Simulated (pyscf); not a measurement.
## HO–Cd–OH, singlet

Gas-phase minimum from PySCF at ωB97X-D3(BJ)/def2-SVP, one conformer. 

```
Cd
O 1 1.9578
H 2 0.9642 1 112.09
O 1 1.9579 3 161.91 2 171.45
H 4 0.9642 1 112.02 3 88.75
```
Charge 0, spin multiplicity 1.

Properties at ωB97X-D3(BJ)/def2-SVP:

```
Item                                                                                                                                                               Result
---------------------------------------------------------------------------------------------------------------------  --------------------------------------------------
Harmonic wavenumbers, unscaled                                                                                         138, 143, 181, 574, 670, 784, 797, 3899, 3900 cm⁻¹
Zero-point energy                                                                                                                                           15.8 kcal/mol
Rotational symmetry number                                                                                                                                              2
Entropy of this conformer at 298 K and 1 atm, rigid rotor and harmonic oscillator, modes under 100 cm⁻¹ raised to 100                                     294.5 J/(mol K)
Dipole moment                                                                                                                                                      2.11 D
```

Single-point totals, which compare only within one level (frozen core for MP2 and CC):

| level | total energy (hartree) |
|---|---|
| ωB97X-D3(BJ)/def2-TZVP | -319.56237 |
| PBE/def2-TZVP | -319.33734 |
| r²SCAN/def2-TZVP | -319.47300 |
| B3LYP-D3(BJ)/def2-TZVP | -319.55052 |
| PBE0-D3(BJ)/def2-TZVP | -319.31948 |
| M06-2X/def2-TZVP | -319.35044 |
| ωB97M-D3(BJ)/def2-TZVP | -319.53113 |
| HF/def2-TZVPP | -317.81842 |
| MP2/def2-TZVPP | -319.03260 |
| CCSD/def2-TZVPP | -318.99965 |
| CCSD(T)/def2-TZVPP | -319.03798 |

Soft torsions are taken as harmonic, which can shift the entropy by several J/(mol K). The CCSD(T) − MP2 part came from Ansatz, without density fitting, on the same reference. The frozen core leaves the outer d or s,p core shells of the metals and heavy elements correlated in the MP2 and CC values, and def2-TZVPP describes them poorly, so these totals are far from the basis limit. Elements past Kr carry the def2 core potentials, without spin-orbit coupling.
